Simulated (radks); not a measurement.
The table gives one normalised radial function P(r) = r R(r) (large component) of Au in [Xe] 4f14 5d10 6s1 (r in bohr). Method: Dirac Kohn-Sham, PBE, spin-unpolarised, spherical densities, point nucleus; computed with a radial shooting solver on a logarithmic mesh with Libxc functionals.

r	P
0.0006361	0.0000
0.0007464	0.0000
0.0008759	0.0000
0.001028	0.0000
0.001206	0.0000
0.001416	0.0000
0.001661	0.0000
0.001965	0.0000
0.002306	0.0000
0.002706	0.0000
0.003176	0.0000
0.003727	0.0000
0.004373	0.0000
0.005132	0.0000
0.006023	0.0000
0.007068	0.0000
0.008294	0.0001
0.009733	0.0001
0.01142	0.0002
0.01351	0.0004
0.01586	0.0007
0.01861	0.0012
0.02184	0.0021
0.02562	0.0037
0.03007	0.0065
0.03529	0.0111
0.04141	0.0188
0.0486	0.0314
0.05703	0.0514
0.06692	0.0823
0.07853	0.1288
0.09216	0.1962
0.109	0.2954
0.1279	0.4215
0.1501	0.5795
0.1762	0.7644
0.2068	0.9640
0.2426	1.1577
0.2847	1.3197
0.3341	1.4227
0.3921	1.4461
0.4601	1.3831
0.54	1.2432
0.6337	1.0481
0.7436	0.8266
0.8797	0.5970
1.032	0.4048
1.211	0.2525
1.422	0.1439
1.668	0.0743
1.958	0.0344
2.297	0.0141
2.696	0.0050
3.164	0.0015
3.713	0.0004
4.357	0.0001
5.113	0.0000
6.048	0.0000
7.098	0.0000
8.329	0.0000
9.775	0.0000
11.47	0.0000
13.46	0.0000
15.8	0.0000

Which n and l does it have? It may be an empty orbital.

Answer. n = 4, l = 3: the number of nodes gives n - l - 1 = 0, the rise at small r points to l (this Dirac orbital starts as r^gamma with gamma = sqrt((l + 1)^2 - (Z/c)^2) = 3.96; the j = 7/2 orbital of l + 1 starts with the same power, but with a smaller coefficient, and then steepens), and the extent must fit the shell. The curve is that of 4f7/2; the two j differ most near the nucleus, where j = l - 1/2 has the larger amplitude, and in heavy atoms j = l - 1/2 is also the more compact. 4f7/2: eigenvalue -79.210 eV, 0 radial nodes, <r> = 0.502 bohr, 90 % of the charge inside 0.807 bohr.
